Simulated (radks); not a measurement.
Species: Nb+. Configuration: [Kr] 4d4.

Calculated with a radial shooting solver on a logarithmic mesh with Libxc functionals: scalar-relativistic Kohn-Sham, PBE, spin-polarised, spherical densities, finite nucleus; open shells are filled with parallel spins first (spin-orbit coupling, left out, can overturn this in heavy ions); Fermi nuclear charge, rms radius 4.324 fm.

Energy parts (Ry):
total: -7638.82807
kinetic: 7864.98382
electron-nucleus: -18385.70937
Hartree: 3119.21516
exchange-correlation: -237.31768

Orbitals (lengths in bohr, moments of r in powers of bohr; r(90%) holds 90 % of the orbital's charge):
orbital  occ.  eigenvalue (Ry)   <1/r>  r(90%)      <r^4>
1s down     1        -1382.804   42.40  0.0646  7.987e-06
1s up       1        -1382.803   42.40  0.0646  7.988e-06
2s up       1        -193.8030   9.526   0.244   0.001493
2s down     1        -193.7786   9.527   0.244   0.001493
2p up       3        -173.0951   9.272   0.224   0.001071
2p down     3        -173.0773   9.273   0.224   0.001071
3s up       1        -32.70225   3.252   0.655    0.07874
3s down     1        -32.68974   3.252   0.655    0.07868
3p up       3        -25.93373   3.091   0.674    0.08783
3p down     3        -25.91971   3.090   0.674    0.08769
3d up       5        -14.87189   2.854   0.694     0.1005
3d down     5        -14.84965   2.854   0.694    0.09997
4s up       1         -4.80232   1.165    1.70      3.617
4s down     1         -4.65395   1.177    1.69      3.504
4p up       3         -3.06110   1.022    1.95      6.252
4p down     3         -2.89019   1.034    1.93      6.063
4d up       4         -0.74601  0.6604    3.28      51.81
4d down     0         -0.55005  0.6558    3.39      60.49

The highest occupied level is 4d up at -10.150 eV. The electron density at the nucleus is 8.406e+04 e/bohr^3 (large components only).
